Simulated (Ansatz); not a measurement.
Stretching the O3–H4 bond in BeH2O (SMILES [BeH][OH]) (multiplicity 1 held, fragments rigid). Energies count from the point at 0.952 Å.
Geometry at that point (charge 0, multiplicity 1):
| atom | x (Å) | y (Å) | z (Å) |
|---|---|---|---|
| Be | -0.7841 | -0.3530 | 0.0298 |
| H | -1.9953 | -0.8949 | 0.0798 |
| O | 0.5111 | 0.1852 | -0.0736 |
| H | 1.0425 | 0.8250 | 0.3897 |

R- and RO- levels are restricted; in cc, def2 and unpolarised 6-31G sets they are followed outwards from rest. Active spaces are followed from a long bond inwards. Curves can end on different states.

Cores are frozen in the correlated methods.

Run with Ansatz (a first-principles code) with Gaussian orbitals. 

Energies in eV.

```csv
R (Å),R-SCS-MP2/aug-cc-pVDZ,R-CCSD(T)/aug-cc-pVDZ,R-CCSDT(Q)/aug-cc-pVDZ,"CASSCF(4,3)/aug-cc-pVDZ","FIC-MRCISD+Q on CASSCF(4,3)/aug-cc-pVDZ"
0.762,1.71,1.71,1.71,1.65,[?]
0.857,0.35,0.34,0.35,0.32,0.34
0.952,0.00,0.00,0.00,0.00,0.00
1.047,0.19,0.19,0.19,0.21,0.20
1.142,0.66,0.66,0.65,0.68,[?]
1.285,1.56,1.55,1.54,1.56,[?]
1.428,2.50,2.47,2.45,2.43,2.50
1.666,3.89,3.80,3.77,3.59,3.84
1.904,4.96,4.72,4.69,4.28,4.76
2.190,5.80,5.26,5.26,4.62,5.29
2.570,6.28,5.29,5.47,4.72,5.47
3.046,6.16,5.12,5.52,4.73,5.51
```

**Question.** Fill in the missing entries.

**Answer.** 
- 1.142, FIC-MRCISD+Q on CASSCF(4,3)/aug-cc-pVDZ: 0.67
- 0.762, FIC-MRCISD+Q on CASSCF(4,3)/aug-cc-pVDZ: 1.70
- 1.285, FIC-MRCISD+Q on CASSCF(4,3)/aug-cc-pVDZ: 1.57

Doubts at one or more of the structures used: a restricted determinant that unrestricted orbitals would lower (R-SCS-MP2/aug-cc-pVDZ, R-CCSD(T)/aug-cc-pVDZ, R-CCSDT(Q)/aug-cc-pVDZ); other coupled-cluster roots lie near (R-CCSD(T)/aug-cc-pVDZ, R-CCSDT(Q)/aug-cc-pVDZ); T1 above 0.05 (R-CCSD(T)/aug-cc-pVDZ, R-CCSDT(Q)/aug-cc-pVDZ); active orbitals that take no part (CASSCF(4,3)/aug-cc-pVDZ, FIC-MRCISD+Q on CASSCF(4,3)/aug-cc-pVDZ).
